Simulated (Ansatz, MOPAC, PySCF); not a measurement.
Complex: HCl (SMILES Cl) (first 2 atoms) with C2H2 (SMILES C#C); geometry from B3LYP-D3(BJ)/def2-TZVP, rigid monomers moved along the line of their centres of mass till H2···C4 is 3.32 Å.
(charge 0, multiplicity 1):
```xyz
6

Cl    -0.11766     0.53799    -0.46653
H     -0.12369     0.34363     0.81058
C     -0.55491    -0.56268     3.97937
C      0.29134     0.27541     4.10647
H     -1.30625    -1.30746     3.87096
H      1.04270     1.01891     4.22323
```

Interaction energies are E(AB) − E(A) − E(B) at the monomers' geometry in the complex; basis-set methods are counterpoise corrected. Rows marked so take none.

Frozen-core correlation. CBS: X⁻³ extrapolation of the correlation energy, Hartree–Fock from the larger set. Rows in 6-31G*, STO-3G carry no dispersion term and start afresh at each structure (6-31G* with six Cartesian d functions). MP2/6-31G* freezes PySCF's default core. The state that PM7 reach isn't checked; PM7 holds dispersion and hydrogen-bond terms.

The values were computed with Ansatz (Gaussian basis) for Hartree–Fock, density functionals and correlated methods; MOPAC for PM7 (differences of heats of formation); PySCF for 6-31G* rows, STO-3G rows. 

```json
[
 {"level": "PM7", "interaction energy (meV)": "-44.0"},
 {"level": "HF/STO-3G (no counterpoise)", "interaction energy (meV)": "-30.8"},
 {"level": "HF/6-31G*", "interaction energy (meV)": "-53.2"},
 {"level": "HF/6-31G* (no counterpoise)", "interaction energy (meV)": "-67.3"},
 {"level": "M06-2X/6-31G* (no counterpoise)", "interaction energy (meV)": "-77.5"},
 {"level": "MP2/6-31G*", "interaction energy (meV)": "-57.4"},
 {"level": "MP2/6-31G* (no counterpoise)", "interaction energy (meV)": "(withheld)"},
 {"level": "MP2/CBS(aug-cc-pV(D+d)Z, aug-cc-pV(T+d)Z)", "interaction energy (meV)": "-67.7"},
 {"level": "CCSD/aug-cc-pV(D+d)Z", "interaction energy (meV)": "-56.7"}
]
```

Problem. What belongs in the gaps?

Solution. 
- MP2/6-31G* (no counterpoise), interaction energy (meV): -73.4

Ansatz is a quantum-chemistry and plane-wave program.
